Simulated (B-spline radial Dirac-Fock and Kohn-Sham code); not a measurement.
**X-ray scattering factor of Cd¹⁸⁺**

System: the Cd¹⁸⁺ ion, [Ar] 3d10 4s2.

The run's input, task.json:

```json
{"items": [{
  "Z": 48,
  "q": 18,
  "cfg": [[1, 0, 2], [2, 0, 2], [2, 1, 6], [3, 0, 2], [3, 1, 6], [3, 2, 10], [4, 0, 2]],
  "A": 114,
  "rrms": 4.6087,
  "do": ["scatter"],
  "s": [0.0, 0.03, 0.04, 0.06, 0.07, 0.09, 0.12, 0.15, 0.19, 0.25, 0.32, 0.41, 0.52, 0.67, 0.86, 1.1, 1.41, 1.81, 2.32, 2.97, 3.8, 4.88, 6.25],
  "pz": [0, 0.1, 0.14, 0.2, 0.28, 0.4, 0.57, 0.81, 1.1, 1.6, 2.3, 3.2, 4.6, 6.5, 9.2, 13.0, 18.0, 26.0, 37.0, 52.0, 74.0],
  "hv_scatter": [1000, 2000, 8047.8, 20000, 30000, 50000, 100000, 200000]
}]}
```

Run with: `python xray_run.py task.json out`

Calculated with a radial atomic solver, using configuration-average Dirac-Fock orbitals. f₀ is the Fourier transform of the spherical electron density, S the Waller-Hartree incoherent function, and s = sin θ/λ.

| s (Å⁻¹) | f₀ | S |
| --- | --- | --- |
| 0 | 30.000 | 0.000 |
| 0.03 | 29.974 | 0.031 |
| 0.04 | 29.954 | 0.055 |
| 0.06 | 29.898 | 0.124 |
| 0.07 | 29.861 | 0.168 |
| 0.09 | 29.771 | 0.275 |
| 0.12 | 29.596 | 0.481 |
| 0.15 | 29.373 | 0.735 |
| 0.19 | 29.008 | 1.139 |
| 0.25 | 28.325 | 1.847 |
| 0.32 | 27.357 | 2.763 |
| 0.41 | 25.909 | 3.983 |
| 0.52 | 23.955 | 5.442 |
| 0.67 | 21.204 | 7.366 |
| 0.86 | 17.894 | 9.752 |
| 1.1 | 14.268 | 12.537 |
| 1.41 | 10.649 | 15.530 |
| 1.81 | 7.691 | 18.560 |
| 2.32 | 5.860 | 21.366 |
| 2.97 | 4.718 | 23.760 |
| 3.8 | 3.567 | 25.735 |
| 4.88 | 2.387 | 27.238 |
| 6.25 | 1.589 | 28.204 |

f₀ starts at the number of electrons, 30, and has fallen to half at s ≈ 1.05 Å⁻¹. The sum of ⟨r²⟩ over the electrons is 3.866 bohr².
